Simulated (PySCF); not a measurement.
PySCF input (PW6B95/def2-TZVPD):

```python
from pyscf import gto, scf, dft

mol = gto.M(
    atom='''
    Cl    1.97290894    0.33833421   -0.18356225
    C     0.46844991    0.60372505    0.56218292
    Br   -1.05216201   -0.29305198   -0.05305039
    H     0.47551913    0.88278748    1.60422410
    ''',
    basis='def2-tzvpd',
    charge=0,
    spin=1,
    verbose=4,
)

mf = dft.UKS(mol, xc='pw6b95').density_fit(auxbasis='def2-universal-jkfit')
mf.grids.level = 3
mf.conv_tol = 1e-9
mf.max_cycle = 100
mf.max_memory = 1500
mf.kernel()
if not mf.converged:
    mf = mf.newton()
    mf.kernel(mf.make_rdm1())
for _ in range(2):
    mo, _, stable, _ = mf.stability(return_status=True)
    if stable:
        break
    mf.kernel(mf.make_rdm1(mo, mf.mo_occ))
mf.analyze()
```

End of the output:

```
Extra cycle  E= -3074.56306122965  delta_E= -4.82e-11  |g|= 5.39e-06  |ddm|= 1.47e-05
converged SCF energy = -3074.56306122965  <S^2> = 0.75500234  2S+1 = 2.0049961
uhf_internal: lowest eigs of H = [0.25500697 0.32420156 0.34438215]
<class 'pyscf.df.df_jk.DFUKS'> wavefunction is stable in the internal stability analysis
**** SCF Summaries ****
Total Energy =                       -3074.563061229649520
Nuclear Repulsion Energy =             206.975888030616005
One-electron Energy =                -4681.951493550923260
Two-electron Energy =                 1400.412544290658161
Two-electron Coulomb Energy =         1527.338204928783171
DFT Exchange-Correlation Energy =     -126.925660638125066
HOMO-LUMO gap [eV] =                     3.980766611664417
**** MO energy ****
                             alpha | beta                alpha | beta
MO #1   energy= -483.786485249829  | -483.786214178387  occ= 1 | 1
MO #2   energy= -101.960931022913  | -101.960012929685  occ= 1 | 1
MO #3   energy= -62.8070241727292  | -62.8068281516766  occ= 1 | 1
MO #4   energy= -56.5798371548708  | -56.5798070776789  occ= 1 | 1
MO #5   energy= -56.5770758608014  | -56.5763149234835  occ= 1 | 1
MO #6   energy= -56.5764121594632  | -56.5762673154215  occ= 1 | 1
MO #7   energy= -10.4104442222993  | -10.3966107592122  occ= 1 | 1
MO #8   energy= -9.59985668986379  | -9.59905402737763  occ= 1 | 1
MO #9   energy= -8.83323457672872  | -8.83279828847536  occ= 1 | 1
MO #10  energy= -7.33270215310801  | -7.33254579177175  occ= 1 | 1
MO #11  energy= -7.3267749210339   | -7.32410998084097  occ= 1 | 1
MO #12  energy= -7.32460000453988  | -7.32349000301046  occ= 1 | 1
MO #13  energy= -6.64240246384659  | -6.64243917798257  occ= 1 | 1
MO #14  energy= -6.63289522829866  | -6.6314419371589   occ= 1 | 1
MO #15  energy= -6.63124439703549  | -6.63104780982907  occ= 1 | 1
MO #16  energy= -2.72416700303187  | -2.72397141442192  occ= 1 | 1
MO #17  energy= -2.72153568937307  | -2.72079498560303  occ= 1 | 1
MO #18  energy= -2.72032790660634  | -2.72032563598855  occ= 1 | 1
MO #19  energy= -2.71218869421833  | -2.71145493634457  occ= 1 | 1
MO #20  energy= -2.71215092931586  | -2.71144701286938  occ= 1 | 1
MO #21  energy= -0.93205094224335  | -0.91998730057708  occ= 1 | 1
MO #22  energy= -0.838227260132289 | -0.832022057894594 occ= 1 | 1
MO #23  energy= -0.664413820002896 | -0.638798420182074 occ= 1 | 1
MO #24  energy= -0.50199062641196  | -0.491710612687811 occ= 1 | 1
MO #25  energy= -0.46602945052728  | -0.456769971413376 occ= 1 | 1
MO #26  energy= -0.427763366555133 | -0.393777126432902 occ= 1 | 1
MO #27  energy= -0.352122918949747 | -0.348172975249801 occ= 1 | 1
MO #28  energy= -0.344848937553862 | -0.330555956153998 occ= 1 | 1
MO #29  energy= -0.325164496288973 | -0.32355556470842  occ= 1 | 1
MO #30  energy= -0.236340748170662 | -0.0900502722375869 occ= 1 | 0
MO #31  energy= -0.0300144449042534 | -0.0179925366085527 occ= 0 | 0
MO #32  energy= 0.0127754400704283 | 0.0146600329286636 occ= 0 | 0
MO #33  energy= 0.0165697820887486 | 0.0204056557974906 occ= 0 | 0
MO #34  energy= 0.0321644798464388 | 0.0341029525536982 occ= 0 | 0
MO #35  energy= 0.0381951506880215 | 0.0410445656675397 occ= 0 | 0
MO #36  energy= 0.0501245432508301 | 0.0538345214689031 occ= 0 | 0
MO #37  energy= 0.067034280950602  | 0.0694526565754659 occ= 0 | 0
MO #38  energy= 0.0698922935418012 | 0.0731807356025483 occ= 0 | 0
MO #39  energy= 0.0811505542264156 | 0.0872181126488508 occ= 0 | 0
MO #40  energy= 0.0969298682357083 | 0.100461208461617  occ= 0 | 0
MO #41  energy= 0.115708085999081  | 0.118499586075694  occ= 0 | 0
MO #42  energy= 0.123201557956181  | 0.124889693932194  occ= 0 | 0
MO #43  energy= 0.134845424259981  | 0.13592910966852   occ= 0 | 0
MO #44  energy= 0.157624014153928  | 0.16199666878393   occ= 0 | 0
MO #45  energy= 0.168807768898388  | 0.173888813668148  occ= 0 | 0
MO #46  energy= 0.180002009628628  | 0.184213230486431  occ= 0 | 0
MO #47  energy= 0.185773783827504  | 0.187612858326517  occ= 0 | 0
MO #48  energy= 0.209251510236344  | 0.211597555977448  occ= 0 | 0
MO #49  energy= 0.211485208821563  | 0.215474127863236  occ= 0 | 0
MO #50  energy= 0.237321187963822  | 0.239602880447988  occ= 0 | 0
MO #51  energy= 0.247001873202328  | 0.25047752979042   occ= 0 | 0
MO #52  energy= 0.254745024293142  | 0.260146253009353  occ= 0 | 0
MO #53  energy= 0.266829379495182  | 0.268864905760897  occ= 0 | 0
MO #54  energy= 0.281327575979698  | 0.284070883827597  occ= 0 | 0
MO #55  energy= 0.29815099670203   | 0.299965700777695  occ= 0 | 0
MO #56  energy= 0.311668889531182  | 0.315568093145506  occ= 0 | 0
MO #57  energy= 0.318825062780992  | 0.324644360315478  occ= 0 | 0
MO #58  energy= 0.32341364880148   | 0.325487534669027  occ= 0 | 0
MO #59  energy= 0.336376269722422  | 0.342646086469311  occ= 0 | 0
MO #60  energy= 0.371725143946308  | 0.376032055693556  occ= 0 | 0
MO #61  energy= 0.384839222604953  | 0.387343050379793  occ= 0 | 0
MO #62  energy= 0.405536085033674  | 0.408267509218711  occ= 0 | 0
MO #63  energy= 0.418502509752462  | 0.422125279298325  occ= 0 | 0
MO #64  energy= 0.435883124125813  | 0.446574531441475  occ= 0 | 0
MO #65  energy= 0.444786961352825  | 0.448183616496323  occ= 0 | 0
MO #66  energy= 0.467902534378164  | 0.474109036474388  occ= 0 | 0
MO #67  energy= 0.505036590525793  | 0.508464134650959  occ= 0 | 0
MO #68  energy= 0.51191884695267   | 0.515222367614451  occ= 0 | 0
MO #69  energy= 0.537007096976805  | 0.539808889269652  occ= 0 | 0
MO #70  energy= 0.546708768052938  | 0.550800134989786  occ= 0 | 0
MO #71  energy= 0.573729218628117  | 0.582687609525234  occ= 0 | 0
MO #72  energy= 0.582570376158433  | 0.585909291523549  occ= 0 | 0
MO #73  energy= 0.58933440694621   | 0.594434072039873  occ= 0 | 0
MO #74  energy= 0.613046683282694  | 0.615987329340771  occ= 0 | 0
MO #75  energy= 0.614953877748166  | 0.619605209266248  occ= 0 | 0
MO #76  energy= 0.642410073638004  | 0.647051726554469  occ= 0 | 0
MO #77  energy= 0.668726627227833  | 0.674610425759863  occ= 0 | 0
MO #78  energy= 0.690507300108709  | 0.697580594064792  occ= 0 | 0
MO #79  energy= 0.710697683812009  | 0.714457565627058  occ= 0 | 0
MO #80  energy= 0.769611369035093  | 0.775281805338857  occ= 0 | 0
MO #81  energy= 0.807577841233719  | 0.811145495674904  occ= 0 | 0
MO #82  energy= 0.867678220861816  | 0.887724157328645  occ= 0 | 0
MO #83  energy= 0.954484158221721  | 0.975327491044418  occ= 0 | 0
MO #84  energy= 0.98680435790925   | 1.0086662693635    occ= 0 | 0
MO #85  energy= 1.05535314883965   | 1.06400272667593   occ= 0 | 0
MO #86  energy= 1.0908656553984    | 1.09979057239027   occ= 0 | 0
MO #87  energy= 1.22064341872865   | 1.22247759468748   occ= 0 | 0
MO #88  energy= 1.31310467386511   | 1.31652007857955   occ= 0 | 0
MO #89  energy= 1.43148967806671   | 1.44895446560755   occ= 0 | 0
MO #90  energy= 1.45287013478687   | 1.4608428317988    occ= 0 | 0
MO #91  energy= 1.48492262922287   | 1.48722480857476   occ= 0 | 0
MO #92  energy= 1.48680509166343   | 1.48960191462417   occ= 0 | 0
MO #93  energy= 1.49919704307444   | 1.50183336428714   occ= 0 | 0
MO #94  energy= 1.50783001631051   | 1.51711607756911   occ= 0 | 0
MO #95  energy= 1.52079434966175   | 1.52635173185111   occ= 0 | 0
MO #96  energy= 1.52554832628175   | 1.54169045753226   occ= 0 | 0
MO #97  energy= 1.5598364423567    | 1.57517698482916   occ= 0 | 0
MO #98  energy= 1.58469267574152   | 1.58978925432783   occ= 0 | 0
MO #99  energy= 1.65289849507455   | 1.66171513904093   occ= 0 | 0
MO #100 energy= 1.68655643558031   | 1.69261382216903   occ= 0 | 0
MO #101 energy= 1.71256177497589   | 1.71778145058113   occ= 0 | 0
MO #102 energy= 1.72733997326849   | 1.73033815140622   occ= 0 | 0
MO #103 energy= 1.7677405314134    | 1.77251826438513   occ= 0 | 0
MO #104 energy= 1.81486087727833   | 1.82199492535842   occ= 0 | 0
[...]
```

It need not be the lowest isomer of its formula.
